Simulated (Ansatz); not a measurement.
# Cost against result

Saddle point of BNH4F2, closed shell (BNH₂F₂ ([NH2][B]([F])[F]) + H₂ → BHF₂ ([F][BH][F]) + NH₃ (still joined by a long B–N bond); bonds formed: B1–H6, N2–H5; bonds broken: H5–H6; bonds weakened to dative contacts: B1–N2), PBE0-D4/def2-TZVP structure:

B1  (-0.618, -0.253, -0.034)
N2  (0.907, 0.022, -0.039)
F3  (-1.148, -0.459, -1.257)
F4  (-1.039, -1.028, 0.987)
H5  (0.047, 1.010, 0.252)
H6  (-0.977, 1.086, 0.323)
H7  (1.454, -0.393, 0.701)
H8  (1.375, 0.015, -0.933)
(Å)

Barriers are electronic and count from the start structure reached by relaxing down the imaginary mode.

Computed with Ansatz 0.2.0 (basis: as named in each row); correlated methods freeze the cores. B3LYP uses VWN-RPA correlation. Extrapolation: Hartree–Fock as exp(−7.88 √X), correlation as X^−2.97.

Times are rough, for one single point on 2 threads of a shared host (Intel Xeon Platinum 8488C).

The estimate by CCSD(T) at an estimated basis limit (MP2 extrapolated from triple and quadruple zeta, plus CCSD(T) − MP2 in triple zeta) is 197.0 kJ/mol.

| method | basis | time (s) | barrier (kJ/mol) | method less estimate |
| --- | --- | --- | --- | --- |
| SPW92 | def2-TZVPP | 1 | 124.4 | -72.6 |
| BLYP-D4 | def2-TZVPP | 1 | 188.6 | -8.4 |
| PBE-D4 | def2-TZVPP | 2 | 162.0 | -35.1 |
| B3LYP-D4 | def2-TZVPP | 2 | 194.1 | -3.0 |
| BHLYP-D4 | def2-TZVPP | 2 | 207.4 | 10.4 |
| PBE0-D4 | def2-TZVPP | 2 | 172.9 | -24.1 |
| r2SCAN-D4 | def2-TZVPP | 2 | 175.0 | -22.0 |
| CAM-B3LYP-D4 | def2-TZVPP | 2 | 192.3 | -4.7 |
| r2SCAN0-D4 | def2-TZVPP | 3 | 182.0 | -15.0 |
| RPA on PBE | def2-TZVPP | 3 | 195.9 | -1.1 |
| B2PLYP | def2-TZVPP | 3 | 197.1 | 0.0 |
| B97M-V | def2-TZVPP | 4 | 185.2 | -11.9 |
| wB97X-V | def2-TZVPP | 4 | 188.8 | -8.2 |
| PBE-QIDH | def2-TZVPP | 4 | 184.6 | -12.5 |
| wB97M-V | def2-TZVPP | 4 | 189.6 | -7.4 |
| MP2 | def2-QZVPP | 12 | 195.2 | -1.8 |
| CCSD(T) | def2-TZVPP | 38 | 196.0 | -1.0 |

All methods are single points on the PBE0-D4 structures.

T1 diagnostic: at most 0.012.

Labels in which every atom is bracketed show which atoms are joined, not bond orders.
